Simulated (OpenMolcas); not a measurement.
# 3s² 3p⁴ along the 16-electron sequence

```yaml
Program: OpenMolcas
Method: SS-RASPT2, IPEA 0.25 Eh, imaginary shift 0.1 Eh
Basis: ANO-RCC-VTZP
Scalar_Hamiltonian: DKH2, point nucleus
Spin-orbit_coupling: RASSI with atomic mean-field integrals over the reference wave functions, term energies averaged over their components
```

Active space for each ion: 6 electrons in 9 orbitals (RAS2 3s 3p; RAS3 3d, at most 2 electrons); closed shells correlated by CASPT2: 2s 2p.

Computed levels in cm-1 above ³P₂:

| Level | S | Cl+ | Ar2+ |
| --- | --- | --- | --- |
| ³P₁ | 357 | 630 | 998 |
| ³P₀ | 521 | 910 | 1425 |
| ¹D₂ | 9640 | 12120 | 14580 |
| ¹S₀ | 22630 | 28400 | 33920 |
| weight of ³P in the lowest level (%) | 100 | 100 | 100 |

Measured, with the error of the calculation in %. Measured levels: S, Cl+ from NIST Handbook of Basic Atomic Spectroscopic Data; Ar2+ from Saloman, J. Phys. Chem. Ref. Data 39, 033101 (2010).

```csv
Level,S,Cl+,Ar2+
³P₁,396 (-9.9),696 (-9.6),1112 (-10.3)
³P₀,574 (-9.1),996 (-8.7),1570 (-9.3)
¹D₂,9239 (+4.3),11654 (+4.0),14010 (+4.1)
¹S₀,22180 (+2.0),27878 (+1.9),33266 (+2.0)
```

The fine-structure level ³P₀ changes by a factor of 2.74 from S to Ar2+. Its fourth root runs 4.78, 5.49, 6.14, with steps per unit of Z of 0.71, 0.65; equal steps would mean a (Z - σ)^4 law with constant σ.

¹D₂ changes by a factor of 1.51 over the same range, with steps per unit of Z of +2480, +2460 cm-1.

Term energies are means over components that CASPT2 splits; among the terms shown or strongly mixed into the levels shown the widest spread is 28 cm-1 (3s² 3p⁴ ¹D, S). Active for correlation alone: 3d; no level in the range computed is led by a configuration that fills it, so any true level of that kind is missing (holds for S; Ar2+). The run also gave levels led by 3s² 3p³ 3d, which use shells meant for correlation; these and all levels above them are left out (holds for Cl+). Computed and measured levels are paired by configuration, term and J; levels that our copy of the source lacks, or whose pairing is in doubt (as where it misses far off the trend of its configuration), stay unpaired and out of the deviations. Levels of configurations outside the active space are missing.
